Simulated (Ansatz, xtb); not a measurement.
# C4H5ClN2Si: which of two isomers lies lower

Structure a: `[SiH3]c1cnc(Cl)nc1`, a singlet. Structure b: `[SiH3]c1cc(Cl)ncn1`, a singlet. Both are isolated molecules in the gas phase, relaxed with PBE0-D3(BJ)/def2-SVP.

Quicker runs give these differences E(b) − E(a): GFN2-xTB +3.22 kJ/mol; HF/STO-3G −0.76 kJ/mol (at GFN2-xTB geometries); r2SCAN-D4/def2-SVP +4.87 kJ/mol (at GFN2-xTB geometries).

Q: Estimate which is lower in electronic energy at CCSD(T)/def2-SVP + ΔMP2/def2-TZVPP, and by roughly how much.

A: CCSD(T)/def2-SVP + ΔMP2/def2-TZVPP gives E(b) − E(a) = +3.06 kJ/mol, slightly favouring structure a, which is too small a margin to settle the true order.

The same difference at several levels:

```tsv
level	geometry	E(b) − E(a) (kJ/mol)	departure from the last row (kJ/mol)	job, with rough time for the two
GFN2-xTB	GFN2-xTB	+3.22	+0.16	optimisation, 0.3 s
HF/STO-3G	GFN2-xTB	−0.76	−3.82	single point, 1.1 s
r2SCAN-D4/def2-SVP	GFN2-xTB	+4.87	+1.81	single point, 12 s
PBE0-D3(BJ)/def2-SVP	PBE0-D3(BJ)/def2-SVP	+5.52	+2.46	optimisation, 73 s
HF/def2-SVP	PBE0-D3(BJ)/def2-SVP	+7.23	+4.17	part of the CCSD(T) run
MP2/def2-SVP	PBE0-D3(BJ)/def2-SVP	+2.80	−0.25	part of the CCSD(T) run
CCSD(T)/def2-SVP	PBE0-D3(BJ)/def2-SVP	+3.44	+0.38	single point
CCSD(T)/def2-SVP + ΔMP2/def2-TZVPP	PBE0-D3(BJ)/def2-SVP	+3.06		single point, 3.3 min
```

As drawn, both hold the same kinds of bond in the same numbers.

The largest departure from CCSD(T)/def2-SVP + ΔMP2/def2-TZVPP is that of HF/def2-SVP, 4.17 kJ/mol. A small imaginary or near-zero mode remains, so no thermal terms are given. The last row adds to CCSD(T) the change of the MP2 difference between the two basis sets, here −0.38 kJ/mol.

The correlated steps freeze 16 core orbitals. Run with Ansatz 0.2.0, xtb 6.7.1; the last row on 2 threads of Arm Neoverse V1 on a shared host.
